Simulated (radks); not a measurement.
Values are calculated unless marked as measured or tabulated.
Effect of the nuclear size on the iron ion Fe+, [Ar] 3d6 4s1. Level of theory: Dirac Kohn-Sham, BLYP, spin-unpolarised, spherical densities, finite nucleus; open shells are shared between the two j in proportion to 2j + 1; Fermi nuclear charge, rms radius 3.7377 fm (a radial shooting solver on a logarithmic mesh with Libxc functionals). The rms radius is varied about that value; shifts are against it.

\begin{tabular}{lrrrrrr}
rms radius (fm) & total energy shift (eV) & density at nucleus (e/bohr^3) & 1s1/2 shift (meV) & 2s1/2 shift (meV) & 2p1/2 shift (meV) & 3s1/2 shift (meV) \\ \hline
3.3452 & -0.0221 & 1.517e+04 & -9.36 & -0.845 & 0.087 & -0.121 \\
3.5807 & -0.00911 & 1.513e+04 & -3.86 & -0.349 & 0.036 & -0.050 \\
3.7377 & 0 & 1.51e+04 & 0.000 & 0.000 & 0.000 & 0.000 \\
3.9022 & 0.00994 & 1.507e+04 & 4.22 & 0.381 & -0.039 & 0.055 \\
4.2535 & 0.0325 & 1.502e+04 & 13.8 & 1.25 & -0.128 & 0.179 \\
\end{tabular}

Slopes of the eigenvalues against <r^2> in GHz/fm^2, as finite differences over the two radii next to the reference (eigenvalue slopes, not the field-shift constants of lines): 1s1/2 812, 2s1/2 73.3, 2p1/2 -7.52, 3s1/2 10.5.
